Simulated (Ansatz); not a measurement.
`FBC[SiH3]` and `BBC[SiH3]` differ in one atom or group.

Ansatz, PBE0-D4/def2-TZVP geometries, multiplicity 1. Each molecule was computed in one conformer, which needn't be the lowest.

```tsv
property	`FBC[SiH3]`
size of the dipole moment (B3LYP/def2-TZVPP) / D	1.38
HOMO–LUMO gap (PBE/def2-TZVPP) / eV	5.70
HOMO energy (PBE/def2-TZVPP) / eV	-7.41
HOMO energy (PBE0/def2-TZVPP) / eV	-8.86
LUMO energy (B3LYP/def2-TZVPP) / eV	-0.96
size of the dipole moment (PBE/def2-TZVPP) / D	1.32
```

(1) Give the same properties after the change, and the shifts. (An estimate is asked.)

Answers

(1) The calculation gave: 
```
                                        property  `BBC[SiH3]`  shift
size of the dipole moment (B3LYP/def2-TZVPP) / D         0.90  -0.48
             HOMO–LUMO gap (PBE/def2-TZVPP) / eV         4.13  -1.57
               HOMO energy (PBE/def2-TZVPP) / eV        -6.75   0.66
              HOMO energy (PBE0/def2-TZVPP) / eV        -8.08   0.78
             LUMO energy (B3LYP/def2-TZVPP) / eV        -1.85  -0.89
  size of the dipole moment (PBE/def2-TZVPP) / D         0.97  -0.35
```

With PBE0 the HOMO rises by 0.78 eV and the LUMO falls by 0.91 eV, so the gap narrows by about 1.69 eV. PBE moves the HOMO by 0.66 eV and ωB97M-V by 0.78 eV. The zero-point energy changes by 43.1 kJ/mol with +6 modes. Dipoles are sizes alone; their direction can turn.

B3LYP here is the variant with VWN-RPA as its local correlation; programs differ in this.
